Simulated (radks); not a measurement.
The numbers below are computed, except where a source is named.
Neutral germanium, configuration [Ar] 3d9 4s1.5 4p3.5 (fractional occupations, a model configuration). Level of theory: Dirac Kohn-Sham, PBEsol, spin-unpolarised, spherical densities, finite nucleus; open shells fill j = l - 1/2 first; Fermi nuclear charge, rms radius 4.0742 fm (a radial shooting solver on a logarithmic mesh with Libxc functionals). Some entries of the table are withheld. Estimate them.

| orbital | occ. | eigenvalue (eV) | r(max) (bohr) |
|---|---|---|---|
| 1s1/2 | 2 | -10960.89 | 0.03074 |
| 2s1/2 | 2 | -1383.544 | 0.1763 |
| 2p1/2 | 2 | -1232.354 | 0.1392 |
| 2p3/2 | 4 | -1200.537 | 0.1422 |
| 3s1/2 | 2 | -179.4043 | 0.5412 |
| 3p1/2 | 2 | -129.4490 | (1) |
| 3p3/2 | 4 | -125.0768 | (2) |
| 3d3/2 | 4 | (3) | 0.4948 |
| 3d5/2 | 5 | (4) | 0.4974 |
| 4s1/2 | 1.5 | -14.4078 | 1.657 |
| 4p1/2 | 2 | -5.6141 | 1.991 |
| 4p3/2 | 1.5 | -5.3550 | 2.027 |

Answer. 
(1) 3p1/2 r(max) (bohr): 0.5355
(2) 3p3/2 r(max) (bohr): 0.5438
(3) 3d3/2 eigenvalue (eV): -40.1691
(4) 3d5/2 eigenvalue (eV): -39.5442
